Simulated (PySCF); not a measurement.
Computed with PBE-D3(BJ)/def2-TZVP // B3LYP-D3(BJ)/def2-TZVP in PySCF. All species are isolated molecules in the gas phase. One relaxed conformer stands for a flexible species; it need not be the lowest. 

Reference species (SMILES): `O[Si](N)(O)O` (neutral, multiplicity 1).

| Quantity | Result |
|---|---|
| HOMO | -6.02 eV |
| HOMO–LUMO gap | 5.75 eV |
| S1 oscillator strength | 0.017 |

After one change: the HOMO drops by 1.29 eV; the HOMO–LUMO gap rises by 1.13 eV; the S1 oscillator strength falls by 0.012.

**Question.** Name the change that produced these shifts. The new species is one of these.
A) `O[Si](O)(O)O`
B) `N[Si](N)(N)O`
C) `N[Si](N)(N)N`
D) `N[Si](N)(O)O`

**Answer.** A, `O[Si](O)(O)O`
